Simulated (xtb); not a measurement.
xtb input (GFN2-xTB):

```bash
xtb mol.xyz --gfn 2 --ohess tight --chrg 1 --uhf 0
```
mol.xyz:
```
13

Si    -0.01333900    -0.26082319     0.25475630
O     -0.49586861    -1.50361163     1.30702742
N     -1.38682818     0.81569046    -0.11407004
N      1.29411070     0.72122673     1.02043472
N      0.60105890    -0.87640281    -1.32075218
H     -1.18057065    -1.95741474     0.75034990
H     -1.06985844     1.60123932    -0.69763645
H     -2.13078206     0.29382859    -0.58326178
H      1.60586144     1.40424507     0.37348906
H      2.12490352     0.02710387     1.16256661
H      1.45142569    -1.45437583    -1.06960171
H      0.92159470    -0.05509608    -1.82853203
H     -1.74482690     1.25440454     0.78777181
```

End of the output:

```
       7    254.02    -0.50760 ( 99.85%)    -0.57491 (  0.15%)    -0.50771
       8    287.52    -0.44380 ( 99.91%)    -0.53822 (  0.09%)    -0.44388
   ------------------------------------------------------------------------

   temp. (K)  partition function   enthalpy   heat capacity  entropy
                                   cal/mol     cal/K/mol   cal/K/mol   J/K/mol
 298.15  VIB  0.120E+04             4273.218     24.950     26.356
         ROT  0.132E+06              888.752      2.981     26.414
         INT  0.159E+09             5161.970     27.931     52.769
         TR   0.884E+27             1481.254      4.968     39.521
         TOT                        6643.2239    32.8988    92.2904   386.1429

       T/K    H(0)-H(T)+PV         H(T)/Eh          T*S/Eh         G(T)/Eh
   ------------------------------------------------------------------------
    298.15    0.105867E-01    0.112415E+00    0.438501E-01    0.685652E-01
   ------------------------------------------------------------------------

         :::::::::::::::::::::::::::::::::::::::::::::::::::::
         ::                  THERMODYNAMIC                  ::
         :::::::::::::::::::::::::::::::::::::::::::::::::::::
         :: total free energy         -18.259247208582 Eh   ::
         ::.................................................::
         :: total energy              -18.327812451672 Eh   ::
         :: zero point energy           0.101828725976 Eh   ::
         :: G(RRHO) w/o ZPVE           -0.033263482886 Eh   ::
         :: G(RRHO) contrib.            0.068565243090 Eh   ::
         :::::::::::::::::::::::::::::::::::::::::::::::::::::
Note: The following floating-point exceptions are signalling: IEEE_UNDERFLOW_FLAG IEEE_DENORMAL
normal termination of xtb

optimized geometry written to: xtbopt.xyz

           -------------------------------------------------
          | TOTAL ENERGY              -18.327812451672 Eh   |
          | TOTAL ENTHALPY            -18.215397074501 Eh   |
          | TOTAL FREE ENERGY         -18.259247208582 Eh   |
          | GRADIENT NORM               0.000358870008 Eh/α |
          | HOMO-LUMO GAP               6.855079280652 eV   |
           -------------------------------------------------

------------------------------------------------------------------------
------------------------------------------------------------------------
 total:
 SCF:
 ANC optimizer:
 analytical hessian:
```

It need not be the lowest isomer of its formula.
